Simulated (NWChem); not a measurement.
Species: HSeBr; SMILES Br[SeH]

Program: NWChem. Medium grid unless said otherwise, to which SCAN and Minnesota functionals are sensitive. The geometry was optimised at PBE0-D3(BJ)/def2-TZVP. Hybrids' shares of exact exchange are those that their runs print; pure functionals count as 0. The functionals differ in more than this share.

```
row                                   share of exact exchange  orbital gap (eV)
------------------------------------  -----------------------  ----------------
PBE/def2-SVP                                             0.00              2.29
LDA (Slater exchange, VWN5)/def2-SVP                     0.00              2.17
B3LYP/def2-SVP                                           0.20          withheld
PBE0/def2-SVP                                            0.25              4.41
MN15/def2-SVP                                            0.44              5.74
```

**Question.** Fit a straight line of the last column on the one before it, predict the withheld value, and compare with the run.

**Answer.** 
1. Means of the 4 shown rows: x = 0.172, y = 3.653. Slope Σ(x − x̄)(y − ȳ)/Σ(x − x̄)² = 1.108/0.1371 = 8.082; intercept 2.258.
2. The shown rows scatter about the line by 0.089 (root mean square); the largest residual is +0.13, at PBE0/def2-SVP.
3. At x = 0.20 (B3LYP/def2-SVP; inside the shown range) the line gives 3.87.
4. The run gives 3.94, +0.07 from the line, 0.8 times the scatter.
